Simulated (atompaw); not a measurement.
## What one change does to a pseudopotential (europium, PAW (atompaw))

```
Element                 : europium
Generator               : atompaw 4.2.0.5
Type                    : PAW
Functional              : PBE
Relativity              : scalar-relativistic
Frozen core             : [Kr] 4d10 4f6
Valence charge          : 11
Reference configuration : 5s2 5p6 5d1 6s1 6p0 (charge +1)
Partial waves           : 5s (bound): rc 2.35 bohr; 6s (bound): rc 2.85 bohr; 5p (bound): rc 2.15 bohr; 6p (bound, empty): rc 2.85 bohr; 5d (bound): rc 2.85 bohr; 5d channel at 1.3 Ry: rc 2.85 bohr
Local potential         : bessel scheme, radius 1.95 bohr
Core correction         : smooth core density matched at 1.85 bohr
Augmentation charge     : gaussian compensation charge, radius 2.35 bohr; PAW radius 2.85 bohr; waves and projectors: custom polynom2 7 10 vanderbiltortho
```

All-electron outer shells of the reference configuration (PBE, scalar-relativistic, ld1.x):

```json
{"shell": "5s", "level (eV)": "-54.50", "outermost node (bohr)": "0.67", "outermost maximum (bohr)": "1.21"}
{"shell": "5p", "level (eV)": "-32.90", "outermost node (bohr)": "0.72", "outermost maximum (bohr)": "1.38"}
{"shell": "4f", "level (eV)": "-14.63", "outermost node (bohr)": "–", "outermost maximum (bohr)": "0.59"}
{"shell": "6s", "level (eV)": "-9.15", "outermost node (bohr)": "1.63", "outermost maximum (bohr)": "3.26"}
{"shell": "5d", "level (eV)": "-8.46", "outermost node (bohr)": "0.81", "outermost maximum (bohr)": "1.95"}
{"shell": "6p", "level (eV)": "-5.69", "outermost node (bohr)": "1.93", "outermost maximum (bohr)": "4.13"}
```

Change: local potential troulliermartins scheme with l = 3 at 0 Ry, radius 1.95 bohr.

Cutoffs: the cutoffs (Ry, on a coarse ladder) from which the occupation-weighted sum of valence levels, in a spherical-Bessel basis at the reference potential, stays within 10 and 1 mRy of its value at 400 Ry; they do not see the model core or the augmentation charge, which bear on the density cutoff.

**Question.** What does the change do?

**Answer.** The potential gets softer (15 Ry and 40 Ry → 15 Ry and 30 Ry); a bound ghost appears in d, p, s, which as a rule spoils a file; the range in which the p phases agree narrows (upper end at the end of the scan → -0.2). A state that the projectors do not describe sees the local part alone, so a deeper or shallower local part can create or remove a ghost.

| quantity | base | changed |
| --- | --- | --- |
| cutoff, loose | 15 Ry | 15 Ry |
| cutoff, tight | 40 Ry | 30 Ry |
| loose cutoff by channel (10 mRy a level) | s 10 Ry, p 12 Ry, d 12 Ry | s 10 Ry, p 15 Ry, d 12 Ry |
| bound ghosts | none | s, p, d |
| s: phases at 2.85 bohr within 0.05 rad from the reference energy up to (Ry; the scan ends near 5) | -0.4 | -0.5 |
| p: phases at 2.85 bohr within 0.05 rad from the reference energy up to (Ry; the scan ends near 5) | to the end of the scan | -0.2 |
| d: phases at 2.85 bohr within 0.05 rad from the reference energy up to (Ry; the scan ends near 5) | 2.5 | 2.4 |
| lowest overlap eigenvalue by channel | s 0.47, p 0.44, d 0.87 | s 0.14, p 0.15, d 0.87 |

 A true bound ghost makes a file unfit for plane-wave use even where its test errors are small: the radial tests pick states by their node count and pass the ghost by. The cutoffs see the waves, projectors and local potential, not the compensation charge or the core.
